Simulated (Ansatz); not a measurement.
Ansatz (a quantum-chemistry and plane-wave program) input:

Ansatz 0.2 input:
```yaml
crystal:
  periodic: [false, false, false]
  atoms:
    - {symbol: W, position_ang: [0.00522611, -0.00461643, -0.00327237]}
    - {symbol: O, position_ang: [-0.27539001, 2.36631711, -2.03844284]}
    - {symbol: C, position_ang: [-0.17129245, 1.51819737, -1.30880478]}
    - {symbol: O, position_ang: [0.25169419, -2.37703388, 2.03467031]}
    - {symbol: C, position_ang: [0.16983247, -1.52847141, 1.30268971]}
basis:
  gaussian:
    orbitals: def2-TZVP
hamiltonian:
  xc: b3lyp
  dispersion: d3bj
magnetization: {spin_polarized: true, initial_magnetization: 2}
relax: {f_tol: 0.002, max_steps: 150}
```

Q: What final total energy does it print?

A: -293.78310 Eh (B3LYP-D3(BJ)/def2-TZVP). The basis has 164 functions.

The spin state was set by rule; other spins were not relaxed.

The determinant is spin-contaminated: <S^2> is 2.13 against 2.00 for a pure state.
